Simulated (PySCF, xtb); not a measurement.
H3NPbS, SMILES [Pb]([SH])[NH2] (connectivity only; charge and spin as stated), neutral, multiplicity 1. Other conformers were not sampled.

Harmonic wavenumbers (cm⁻¹) from GFN2-xTB (xtb) at its own minimum, in rising order: 112, 232, 288, 360, 499, 524, 560, 600, 1542, 2463, 3502, 3531.

What does r2SCAN-D4/def2-SVP (PySCF) give at its own minimum? (Estimate from the structure and the level; the computed values follow.)

128, 191, 266, 296, 417, 547, 566, 640, 1492, 2694, 3542, 3666. Paired by order, the mean absolute difference is 63 cm⁻¹ and the zero-point energies are 20.3 and 20.7 kcal/mol.
